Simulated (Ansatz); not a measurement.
Input and output for C₄H₉Cl₂GaO (`CC(C)(C)[O][Ga]([Cl])[Cl]`).

```yaml
crystal:
  periodic: [false, false, false]
  atoms:
    - {symbol: C, position_ang: [-0.515186, -1.402427, -0.114398]}
    - {symbol: C, position_ang: [0.152136, -0.110442, 0.332397]}
    - {symbol: C, position_ang: [1.406860, 0.164405, -0.482733]}
    - {symbol: C, position_ang: [0.482182, -0.166582, 1.815569]}
    - {symbol: O, position_ang: [-0.763614, 0.981009, 0.196280]}
    - {symbol: Ga, position_ang: [-1.519701, 1.570030, -1.275462]}
    - {symbol: Cl, position_ang: [-2.817719, 3.227378, -1.063149]}
    - {symbol: Cl, position_ang: [-1.242447, 0.765894, -3.226483]}
    - {symbol: H, position_ang: [-0.755126, -1.371141, -1.180775]}
    - {symbol: H, position_ang: [0.143147, -2.257978, 0.052472]}
    - {symbol: H, position_ang: [-1.436554, -1.564413, 0.449372]}
    - {symbol: H, position_ang: [1.851242, 1.115222, -0.180255]}
    - {symbol: H, position_ang: [2.148613, -0.623266, -0.332526]}
    - {symbol: H, position_ang: [1.178506, 0.205790, -1.551319]}
    - {symbol: H, position_ang: [0.929910, 0.775197, 2.137994]}
    - {symbol: H, position_ang: [-0.426084, -0.331642, 2.397946]}
    - {symbol: H, position_ang: [1.183835, -0.977024, 2.025070]}
basis:
  gaussian: {orbitals: def2-SVPD}
hamiltonian: {xc: {name: PBE}}
accuracy: high
scf: {lower_state_search: light}
```

```sh
$ ansatz run in.yaml --threads 4 --pin off --events-out ev --progress --plain --max-ram 66560MiB --backend cpu
```

Output, abridged:

```
Functional definition: PBE
5192 factors; integrals over basis functions are off by at most 4.9e-9 eV
mean field evaluation 1: about -83705.3580 eV, gradient 9.4e1 eV
mean field evaluation 2: about -83568.4557 eV, gradient 2.3e2 eV
mean field evaluation 4: about -83724.0493 eV, gradient 1.4e1 eV
mean field evaluation 8: about -83724.4969 eV, gradient 7.6e-1 eV
mean field evaluation 16: about -83724.5000 eV, gradient 2.9e-4 eV
mean field -83724.49995908 eV, -3076.8186229917 hartree, gradient 3.5e-8 eV, S^2 0.000000; 0 other end points of the search recorded, 0 dependent functions left out
reference -83724.49996484 eV, -3076.8186232037 hartree; 53, 53 occupied and 214, 214 virtual orbitals, 5192 factors
Total energy: -83724.49996484 eV, -3076.8186232037 hartree
```

Run time 47 s (4 threads of a server CPU on a shared host); peak host memory 2.3 GiB.
